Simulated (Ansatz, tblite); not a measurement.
Cost and result up the ladder for SnO₂⁻ (3 atoms). Total charge -1; doublet. Geometry: r2SCAN-D4/def2-TZVPD.

```xyz
3

Sn   -0.3396   -0.4410   -0.1282
O    -0.4433    1.0791   -1.2656
O     0.7828   -0.6381    1.3938
```

Ansatz on 4 threads of Intel Xeon Platinum 8375C on a shared host; xTB runs through tblite on one thread. Times are rough, summed over both states, and most runs start from the orbitals of an earlier one. No level here is sound enough to serve as a yardstick. The other state is a singlet.

In the def2 sets Sn takes a core potential; there is no spin–orbit coupling. The xTB rows come from tblite. Correlated methods freeze 6 core orbitals; core or outer-core shells of Sn are correlated, in sets that lack core-valence functions. In CCSD on the charge -1 doublet the largest single amplitude is 0.24, so its Hartree–Fock determinant may place the open shell otherwise than the density functionals do. The structure comes from a short search, and lower isomers may exist.

Run but left out: HF/def2-TZVPPD, MP2/def2-TZVPPD (doublet: a determinant that CCSD turns far, T1 0.079).

Correlated methods converge slowly with the basis.

Raw xTB energies of ions are shifted by several eV, and xTB has no spin-polarisation term.

```csv
level,functions,wall time,vertical IE (eV),remarks
GFN1-xTB,17,0.004 s,8.79,–
GFN2-xTB,17,0.008 s,7.15,–
PBE-D4/def2-TZVPD,136,1.5 s,3.10,restricted SCF unstable in HF (singlet)
PBE0-D4/def2-TZVPD (with forces),136,2.4 s,3.36,restricted SCF unstable in HF (singlet)
r2SCAN-D4/def2-TZVPD,136,2.6 s,3.28,restricted SCF unstable in HF (singlet)
CCSD(T)/def2-TZVPPD,136,25 s,2.88,"large T1 (0.038) (singlet), large T1 (0.079) (-1 doublet), restricted SCF unstable (singlet)"
```
